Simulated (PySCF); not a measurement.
## How methods differ on the ionisation energy of Ce⁴⁷⁺

Ce⁴⁷⁺ [Ne] 3s1 (2S) → Ce⁴⁸⁺ [Ne] (1S), as a difference of total energies. Computed with PySCF 2.14 in an even-tempered Gaussian basis (16 s from 10 bohr⁻², ratio 2.5; 10 p from 13 bohr⁻², ratio 2.5; 4 d from 48 bohr⁻², ratio 2.7; 4 f from 72 bohr⁻², ratio 2.7), with the non-relativistic Hamiltonian (point nucleus). Correlated levels: outer shells: 1s2 frozen; virtual orbitals above 40 to 60 times the deepest correlated orbital energy dropped. The calculations carry no spin-orbit coupling.

```tsv
method	ionisation energy (eV)
UHF	3790.7
MP2 (outer shells)	3791.4
SCS-MP2 (outer shells)	3791.3
CCSD (outer shells)	3791.4
CCSD(T) (outer shells)	3791.4
```

The gap to the reference is mostly relativistic.

For comparison: 3963 ± 4 eV (theoretical estimate listed by NIST; NIST Atomic Spectra Database, ionization energies).
